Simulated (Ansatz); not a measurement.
`OCC[SiH2]S`. Total charge 0; spin multiplicity 1.

Z-matrix (Å, degrees):
```
C
C 1 1.513
O 1 1.419 2 108.2
H 1 1.098 2 110.7 3 121.0
H 1 1.098 2 109.6 3 -120.3
Si 2 1.883 1 112.7 3 53.6
H 2 1.095 1 109.2 3 174.0
H 2 1.094 1 110.5 3 -68.4
H 3 0.960 1 108.9 2 -175.0
S 6 2.134 2 113.2 1 -83.8
H 6 1.487 2 110.4 1 159.7
H 6 1.489 2 108.3 1 41.0
H 10 1.345 6 92.4 2 50.5
```

Task: Give the diagnostics of a CCSD(T)/def2-TZVPP run (frozen core, the Gaussian-basis code of Ansatz). (Best estimate.)

Result: Ansatz gave: T1 = 0.0105, largest single amplitude 0.009, largest double 0.017, (T) share of the correlation energy 3.8 %, 8 CCSD cycles. The RHF solution is stable towards an unrestricted one. T1 lies under the customary mark of 0.02 for closed shells.
